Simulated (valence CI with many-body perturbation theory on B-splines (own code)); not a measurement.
## Level structure of Ar XII

Calculated by configuration interaction combined with many-body perturbation theory (CI+MBPT): five valence electrons over a frozen Dirac-Fock core [He], radial functions for each j: 11 s, 11 p, 10 d, 8 f, 5 g, 2 h, with the one-electron correlation potential Σ1, the two-electron term Σ2, the three-electron term Σ3, Breit, model QED; selected CI, second order for the rest, scaled by the run's own slope (own B-spline code, finite nucleus).

No measured spectrum was set against this ion. As an estimate, levels of excited configurations hold to 0.05 to 0.15 % of their energy, terms of the ground configuration to about 0.5 %. Among the levels kept, up to 4900 cm⁻¹ of a level comes from second order outside the variational space, and about a tenth of that is noise between levels of different J, which matters for small intervals.

Levels 1 to 45 of 194, with energies above the lowest level, 2s2 2p3 4S°_3/2. "Leading %" is the weight of the configuration and term that name the level; weights of strongly mixed levels are sums over their largest components and can fall short. In the jj column 3d3/2^4 stands for four electrons in 3d with j = 3/2.

```
No.  Configuration  Term    J  E (× 10³ cm⁻¹)  Leading %      g                     Leading jj
  1        2s2 2p3   4S°  3/2            0.00         99  1.994      2s^2 2p1/2 2p3/2^2 (53 %)
  2        2s2 2p3   2D°  3/2           95.12         93  0.837      2s^2 2p1/2^2 2p3/2 (45 %)
  3        2s2 2p3   2D°  5/2           98.44        100  1.199     2s^2 2p1/2 2p3/2^2 (100 %)
  4        2s2 2p3   2P°  1/2          149.59         98  0.664      2s^2 2p1/2 2p3/2^2 (98 %)
  5        2s2 2p3   2P°  3/2          154.44         90  1.300            2s^2 2p3/2^3 (72 %)
  6         2s 2p4    4P  5/2          446.07         99  1.598      2s 2p1/2^2 2p3/2^2 (72 %)
  7         2s 2p4    4P  3/2          458.24        100  1.733        2s 2p1/2 2p3/2^3 (87 %)
  8         2s 2p4    4P  1/2          464.21         99  2.666              2s 2p3/2^4 (39 %)
  9         2s 2p4    2D  3/2          614.32         99  0.801        2s 2p1/2 2p3/2^3 (62 %)
 10         2s 2p4    2D  5/2          614.92         99  1.200        2s 2p1/2 2p3/2^3 (71 %)
 11         2s 2p4    2S  1/2          716.04         93  1.921      2s 2p1/2^2 2p3/2^2 (71 %)
 12         2s 2p4    2P  3/2          746.43         99  1.330        2s 2p1/2 2p3/2^3 (51 %)
 13         2s 2p4    2P  1/2          762.53         93  0.747        2s 2p1/2 2p3/2^3 (60 %)
 14            2p5   2P°  3/2          1167.2         97  1.333         2p1/2^2 2p3/2^3 (97 %)
 15            2p5   2P°  1/2          1186.9         97  0.664           2p1/2 2p3/2^4 (97 %)
 16     2s2 2p2 3s    4P  1/2          2864.7         94  2.621         2s^2 2p1/2^2 3s (60 %)
 17     2s2 2p2 3s    4P  3/2          2873.2         95  1.726     2s^2 2p1/2 2p3/2 3s (93 %)
 18     2s2 2p2 3s    4P  5/2          2883.8         95  1.592         2s^2 2p3/2^2 3s (51 %)
 19     2s2 2p2 3s    2P  1/2          2896.5         95  0.716     2s^2 2p1/2 2p3/2 3s (78 %)
 20     2s2 2p2 3s    2P  3/2          2909.1         92  1.314     2s^2 2p1/2 2p3/2 3s (57 %)
 21     2s2 2p2 3s    2D  5/2          2955.6         95  1.207     2s^2 2p1/2 2p3/2 3s (51 %)
 22     2s2 2p2 3s    2D  3/2          2956.4         93  0.824         2s^2 2p3/2^2 3s (53 %)
 23     2s2 2p2 3p   2S°  1/2          2982.1         77  1.811      2s^2 2p1/2^2 3p1/2 (37 %)
 24     2s2 2p2 3p   4D°  1/2          2990.7         85  0.235  2s^2 2p1/2 2p3/2 3p1/2 (41 %)
 25     2s2 2p2 3p   4D°  3/2          2994.4         89  1.236  2s^2 2p1/2 2p3/2 3p1/2 (51 %)
 26     2s2 2p2 3p   4D°  5/2          3002.4         91  1.382  2s^2 2p1/2 2p3/2 3p3/2 (74 %)
 27     2s2 2p2 3p   4P°  1/2          3009.1         89  2.586  2s^2 2p1/2 2p3/2 3p3/2 (46 %)
 28     2s2 2p2 3p   4P°  3/2          3009.4         79  1.632  2s^2 2p1/2 2p3/2 3p1/2 (34 %)
 29     2s2 2p2 3p   4D°  7/2          3012.1         95  1.423      2s^2 2p3/2^2 3p3/2 (52 %)
 30     2s2 2p2 3p   4P°  5/2          3015.7         76  1.522  2s^2 2p1/2 2p3/2 3p3/2 (36 %)
 31     2s2 2p2 3p   2D°  3/2          3023.5         89  0.874  2s^2 2p1/2 2p3/2 3p3/2 (73 %)
 32     2s2 2p2 3s    2S  1/2          3034.2         93  1.999         2s^2 2p3/2^2 3s (74 %)
 33     2s2 2p2 3p   4S°  3/2          3036.9         78  1.971  2s^2 2p1/2 2p3/2 3p3/2 (30 %)
 34     2s2 2p2 3p   2D°  5/2          3037.8         79  1.252      2s^2 2p3/2^2 3p3/2 (67 %)
 35     2s2 2p2 3p   2P°  3/2          3048.5         93  1.339  2s^2 2p1/2 2p3/2 3p3/2 (40 %)
 36     2s2 2p2 3p   2P°  1/2          3049.5         91  0.696      2s^2 2p3/2^2 3p3/2 (54 %)
 37     2s2 2p2 3p   2F°  5/2          3085.4         93  0.872  2s^2 2p1/2 2p3/2 3p1/2 (34 %)
 38     2s2 2p2 3p   2F°  7/2          3089.2         96  1.147  2s^2 2p1/2 2p3/2 3p3/2 (53 %)
 39      2s 2p3 3s   6S°  5/2          3092.9         99  1.999     2s 2p1/2 2p3/2^2 3s (55 %)
 40     2s2 2p2 3p   2D°  3/2          3111.1         86  0.851  2s^2 2p1/2 2p3/2 3p1/2 (37 %)
 41     2s2 2p2 3p   2D°  5/2          3112.1         94  1.197  2s^2 2p1/2 2p3/2 3p3/2 (53 %)
 42     2s2 2p2 3p   2P°  1/2          3127.7         97  0.666  2s^2 2p1/2 2p3/2 3p3/2 (80 %)
 43     2s2 2p2 3p   2P°  3/2          3137.6         88  1.303      2s^2 2p3/2^2 3p3/2 (63 %)
 44     2s2 2p2 3d    4F  3/2          3142.3         90  0.457      2s^2 2p1/2^2 3d3/2 (53 %)
 45     2s2 2p2 3d    4F  5/2          3146.3         87  1.061  2s^2 2p1/2 2p3/2 3d3/2 (49 %)
```

The ionisation energy to 2s2 2p2 3P_0 of the next ion comes out as 618.63 eV (NIST: 619 ± 0.4 eV (semi-empirical)). All 194 levels together are meant to be complete up to 3744.0 × 10³ cm⁻¹.
